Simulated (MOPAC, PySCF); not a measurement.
Protons, H atoms and electrons added to or taken from CC#C. All species are isolated molecules in the gas phase. Strings in code marks are SMILES.

Quantity: electronic energy of isomers of C3H3 (charge -1) relative to `[C-]#CC`, in kJ/mol. Semi-empirical values (MOPAC) are differences of heats of formation. Levels without diffuse functions put anions too high.

Level 1: PBE-D3(BJ)/def2-TZVPD // PBE0-D3(BJ)/def2-TZVPD (PySCF)
Level 2: B3LYP/6-31G* // PBE0-D3(BJ)/def2-TZVPD (PySCF)
Level 3: PBE/6-31G* // PBE0-D3(BJ)/def2-TZVPD (PySCF)
Level 4: PM6 // PBE0-D3(BJ)/def2-TZVPD (MOPAC)

```
species                                 level 2  level 3  level 4
--------------------------------------  -------  -------  -------
`C#C[CH2-]` (not the most acidic site)    -8.55   -20.32    -73.3
```

**Question.** What does level 1 give for each?

**Answer.** 
- `C#C[CH2-]` (not the most acidic site): -15.63
